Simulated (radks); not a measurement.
Results of a calculation; reference values are marked as such.
Species: Nb26+. Configuration: [Ne] 3s2 3p3.

Level of theory: Dirac Kohn-Sham, PBE, spin-unpolarised, spherical densities, point nucleus; open shells are shared between the two j in proportion to 2j + 1 (a radial shooting solver on a logarithmic mesh with Libxc functionals).

Energy parts (hartree):
part                       energy
total                 -3356.94945
kinetic                3490.51572
electron-nucleus      -7357.83862
Hartree                 589.74610
exchange-correlation    -79.37266

Orbitals (lengths in bohr, moments of r in powers of bohr; <r^-3> diverges for s and p1/2; r(90%) holds 90 % of the orbital's charge):
| orbital | occ. | eigenvalue (hartree) | <r^-3> | <1/r> | r(90%) |
|---|---|---|---|---|---|
| 1s1/2 | 2 | -736.5294 | - | 42.41 | 0.0646 |
| 2s1/2 | 2 | -140.6891 | - | 9.746 | 0.240 |
| 2p1/2 | 2 | -133.1797 | - | 9.697 | 0.217 |
| 2p3/2 | 4 | -129.5777 | 2261 | 9.262 | 0.222 |
| 3s1/2 | 2 | -52.21327 | - | 3.823 | 0.564 |
| 3p1/2 | 1 | -49.58107 | - | 3.761 | 0.553 |
| 3p3/2 | 2 | -48.75012 | 529.1 | 3.654 | 0.562 |
| 3d3/2 | 0 | -44.82900 | 85.26 | 3.525 | 0.514 |
| 3d5/2 | 0 | -44.64331 | 81.70 | 3.497 | 0.517 |
| 4s1/2 | 0 | -26.76138 | - | 1.992 | 1.04 |

The highest occupied level is 3p3/2 at -1326.6 eV. For comparison, the ionisation energy in NIST's Atomic Spectra Database is 1368 eV (semi-empirical). In exact Kohn-Sham theory the highest level is minus the ionisation energy, but local and semilocal functionals leave it too shallow, through self-interaction and a potential that decays too fast; potentials with the right tail come closer.

Beside tabulated values, note that spin-unpolarised runs miss the spin-polarisation part of the exchange energy of open shells.
